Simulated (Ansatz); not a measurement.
Ansatz (an electronic-structure program) input (B3LYP/3-21G): The .json file is the Basis Set Exchange's 3-21G.

Ansatz 0.2 input:
```yaml
crystal:
  periodic: [false, false, false]
  atoms:
    - {symbol: B, position_ang: [-0.79352937, 0.07341225, -0.00687668]}
    - {symbol: N, position_ang: [0.75829670, -0.18305443, 0.03438040]}
    - {symbol: H, position_ang: [-1.31063212, -0.66990919, -0.85355781]}
    - {symbol: H, position_ang: [-1.11257612, 1.25287133, -0.29288637]}
    - {symbol: H, position_ang: [-1.28302308, -0.18833522, 1.10157951]}
    - {symbol: H, position_ang: [1.19392406, 0.45212424, 0.69991940]}
    - {symbol: H, position_ang: [1.17187716, 0.06756860, -0.86133418]}
basis:
  gaussian:
    orbitals: 3-21G.json
hamiltonian:
  xc: {name: B3LYP}
total_charge: -1
output: {forces: true}
```

Output:

```
WARN ansatz: RAYON_NUM_THREADS=1 ignored (pool sized by the plan → 1); use --threads N
Functional definition: B3LYP
integrals: 0.01 GiB planned
351 factors; integrals over basis functions are off by at most 7.4e-4 eV
mean field: 0.07 GiB planned
mean field evaluation 1: about -2234.7897 eV, gradient 1.5e1 eV
mean field evaluation 2: about -2235.2200 eV, gradient 1.0e1 eV
mean field evaluation 4: about -2235.5064 eV, gradient 7.8e-1 eV
mean field evaluation 8: about -2235.4822 eV, gradient 5.0e-3 eV
mean field -2235.48224695 eV, -82.1524573113 hartree, gradient 9.9e-6 eV, S^2 0.000000; 0 other end points of the search recorded, 0 dependent functions left out
the calculation of the forces begins
reference -2235.48241607 eV, -82.1524635262 hartree; 9, 9 occupied and 19, 19 virtual orbitals, 351 factors
Total energy: -2235.48241607 eV, -82.1524635262 hartree
Atom 0 at    -0.793529     0.073412    -0.006877 Å, force    -0.141756     0.121985    -0.028045 eV/Å
Atom 1 at     0.758297    -0.183054     0.034380 Å, force    -0.264466    -0.672105     0.169282 eV/Å
Atom 2 at    -1.310632    -0.669909    -0.853558 Å, force    -0.043175    -0.054509    -0.014011 eV/Å
Atom 3 at    -1.112576     1.252871    -0.292886 Å, force    -0.139624     0.095158    -0.021467 eV/Å
Atom 4 at    -1.283023    -0.188335     1.101580 Å, force    -0.042428    -0.041485     0.038864 eV/Å
Atom 5 at     1.193924     0.452124     0.699919 Å, force     0.325114     0.439255     0.592603 eV/Å
Atom 6 at     1.171877     0.067569    -0.861334 Å, force     0.306335     0.111701    -0.737227 eV/Å
Dipole moment:     0.756679     0.190904    -0.057707 e Å
```

The dipole moment of an ion depends on the origin.
